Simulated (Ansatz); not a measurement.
System: C3H11NOSi, charge 0, multiplicity 1. 
Structure (B3LYP-D3(BJ)/def2-TZVP (Ansatz, an electronic-structure program) minimum search):
```
N
H 1 1.0094
C 1 1.4570 2 113.35
H 3 1.0927 1 107.72 2 -173.47
H 3 1.0953 4 106.16 1 -117.38
C 3 1.5260 4 109.64 5 -118.01
H 6 1.0913 3 110.89 4 -60.07
H 6 1.0925 7 107.84 3 121.48
H 6 1.0927 7 108.38 8 116.56
Si 1 1.7092 2 118.82 3 168.46
O 10 1.6500 1 117.73 2 -77.95
C 11 1.4146 10 124.17 1 -66.46
H 12 1.0904 11 108.44 10 -162.97
H 12 1.0942 13 108.56 11 120.74
H 12 1.0962 13 108.46 14 117.76
H 10 1.4742 11 103.17 12 173.88
H 10 1.4842 16 114.44 11 116.98
```
Charge 0, spin multiplicity 1.

Total electronic energies in hartree. Valence correlation only, unless marked. No spin-orbit coupling. No relativistic terms. Basis-set limits of correlation are two-point, X^-3; Hartree-Fock from the larger set. The bracket is a focal-point correction in the basis named.

```
level                                                                             program  energy (Eh)
-------------------------------------------------------------------------  --------------  -----------
HF/cc-pVTZ                                                                         Ansatz   -538.41847
RI-HF/aug-cc-pV(T+d)Z                                                              Ansatz   -538.42845
PBE/def2-TZVPD                                                                     Ansatz   -540.09669
PBE-D4/def2-TZVPD                                                          Ansatz + dftd4   -540.10975
BLYP-D3(BJ)/def2-TZVPD                                                     Ansatz + dftd3   -540.48775
revPBE-D3(BJ)/def2-TZVPD                                                   Ansatz + dftd3   -540.45646
r2SCAN-D4/def2-TZVPD                                                       Ansatz + dftd4   -540.40352
B3LYP/def2-TZVPD                                                                   Ansatz   -540.60632
PBE0-D3(BJ)/def2-TZVPD                                                     Ansatz + dftd3   -540.16662
PBE0/def2-TZVPD                                                                    Ansatz   -540.15485
BHLYP-D3(BJ)/def2-TZVPD                                                    Ansatz + dftd3   -540.44697
CAM-B3LYP-D3(BJ)/def2-TZVPD                                                Ansatz + dftd3   -540.47524
B2PLYP-D3(BJ)/def2-TZVPD                                                   Ansatz + dftd3   -540.24839
B2PLYP-D4/def2-TZVPD                                                       Ansatz + dftd4   -540.24700
MP2/6-31G*                                                                         Ansatz   -539.09732
SCS-MP2/aug-cc-pV(D+d)Z                                                            Ansatz   -539.27611
SCS-MP2/cc-pwCVTZ                                                                  Ansatz   -539.55230
CCSD/cc-pV(D+d)Z                                                                   Ansatz   -539.28621
CCSD/aug-cc-pV(T+d)Z                                                               Ansatz   -539.60965
RI-MP2/CBS(aug-cc-pV(T+d)Z,aug-cc-pV(Q+d)Z)+[CCSD(T)-MP2]/aug-cc-pV(D+d)Z          Ansatz    -539.7878
RI-MP2/CBS(cc-pV(T+d)Z,cc-pV(Q+d)Z)+[CCSD(T)-MP2]/cc-pV(T+d)Z                      Ansatz    -539.7840
RI-MP2/CBS(cc-pV(T+d)Z,cc-pV(Q+d)Z)+[CCSD(T)-MP2]/cc-pV(Q+d)Z                      Ansatz    -539.7766
CCSD(T)/CBS(cc-pV(T+d)Z,cc-pV(Q+d)Z)                                               Ansatz    -539.7717
```

Totals of different functionals don't rank their quality; only differences between species are comparable.
